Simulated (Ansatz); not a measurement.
`[SiH3]B1C[SiH2]1` + `O[SiH2][AlH2]` → `[AlH2][SiH2]O[SiH3]` + `B1C[SiH2]1`  (cleavage of the Si–B bond)

Program: Ansatz. Geometries: PBE0-D4/def2-TZVP. ΔE: electronic, gas phase. CCSD(T)/CBS adds triple-zeta CCSD(T) − MP2 to the extrapolated MP2 energy (def2 sets, frozen cores). One conformer a species, not always the lowest.

| species | HF/def2-TZVPP energy (Eh) |
| --- | --- |
| `[SiH3]B1C[SiH2]1` | -644.44790 |
| `O[SiH2][AlH2]` | -608.69876 |
| `[AlH2][SiH2]O[SiH3]` | -898.85430 |
| `B1C[SiH2]1` | -354.34133 |

(1) Work out ΔE.

Largest T1 diagnostic among the species: 0.014.

Results:

(1) ΔE = (-898.85430) + (-354.34133) − (-644.44790) − (-608.69876) = -0.04897 Eh = -1.33 eV. CCSD(T)/CBS gives -1.03 eV.

From PBE to PBE0 (25 % exact exchange), in def2-TZVPP and without D4, ΔE moves by −0.09 eV. In def2-TZVPP, CCSD(T) changes the Hartree–Fock value by +0.31 eV (the triples alone add +0.05 eV) and MP2 by +0.27 eV.
